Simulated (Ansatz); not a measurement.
Si₂Sn₅, relaxed as a singlet with RKS PBE-D4/def2-SVP in Ansatz, starting from the GFN1-xTB geometry. Force threshold 0.02 eV/Å.

In the def2 sets Sn takes a core potential; there is no spin–orbit coupling. Another isomer (singlet) lies 0.68 eV lower at PBE0-D4/def2-TZVP; other spin states weren't run for this one.

Start:

| atom | x (Å) | y (Å) | z (Å) |
| --- | --- | --- | --- |
| Si1 | 0.140 | 1.128 | -1.125 |
| Si2 | -0.784 | 0.857 | 1.100 |
| Sn3 | -1.260 | -1.410 | 2.084 |
| Sn4 | -1.454 | -1.198 | -0.751 |
| Sn5 | 0.682 | -0.837 | -2.599 |
| Sn6 | 1.380 | -0.855 | 0.470 |
| Sn7 | 1.296 | 2.314 | 0.821 |

```csv
step,energy (eV),largest force component (eV/Å),SCF passes
1,-44905.2132,0.952,23
2,-44905.3293,0.615,29
3,-44905.4097,0.089,24
4,-44905.4144,0.093,22
5,-44905.4166,0.021,24
6,-44905.4171,0.010,24
```

Force components are those of the run's own axes.

End:

| atom | x (Å) | y (Å) | z (Å) |
| --- | --- | --- | --- |
| Si1 | 0.196 | 1.150 | -1.138 |
| Si2 | -0.755 | 0.870 | 1.153 |
| Sn3 | -1.427 | -1.428 | 2.143 |
| Sn4 | -1.404 | -1.319 | -0.744 |
| Sn5 | 0.608 | -0.828 | -2.759 |
| Sn6 | 1.459 | -0.875 | 0.498 |
| Sn7 | 1.323 | 2.430 | 0.846 |

By distances, no bond broke or formed. The bond that changes most is Sn3–Sn6, from 3.14 to 3.37 Å (atoms count from 1).

No frequencies were taken in this run, so the end may be a saddle point.

It took 15 s on 4 threads of Arm Neoverse V2 on a shared host.
